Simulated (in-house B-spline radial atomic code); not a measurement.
Configurations of Dy IV (Dy3+), with energies counted from [Xe] 4f9. Method: scalar-relativistic (X2C) wB97X, spin-polarised, spherical fractional occupations, exact exchange averaged over the configuration, Fermi nucleus of rms radius 5.2218 fm. Calculated with a B-spline radial code for spherical atoms. Shells without spins written out take the highest spin.

Occupations are held fixed; configurations that lie above the ionisation limit could autoionise.

| configuration | E - E(ref) (eV) | highest orbital | its <r> (bohr) |
| --- | --- | --- | --- |
| [Xe] 4f8 5d1 | 8.6908 | 5d up | 1.986 |
| [Kr] 4d10 4f9 5s2 5p5 6s1 | 30.766 | 6s up | 2.945 |
| [Kr] 4d9 4f10 5s2 5p6 | 151.74 | 4f down | 0.8093 |
| [Kr] 4d9 4f9 5s2 5p6 5d1 | 161.32 | 5d up | 1.981 |
| [Kr] 4d9 4f9 5s2 5p6 5f1 | 179.88 | 5f up | 4.297 |

Q: Order these further configurations by energy, lowest first.
A. [Xe] 4f8 6p1
B. [Xe] 4f8 5f1
C. [Kr] 4d9 4f9 5s2 5p6 6d1
D. [Kr] 4d9 4f9 5s2 5p6 6p1
E. [Kr] 4d10 4f9 5s2 5p5 6d1

A: A (18.312 eV), B (27.222 eV), E (43.684 eV), D (170.95 eV), C (178.01 eV).

Q: How far above the reference does [Kr] 4d9 4f9 5s2 5p6 6s1 lie?

A: 164.91 eV; its least bound orbital is 6s up with <r> = 2.918 bohr.
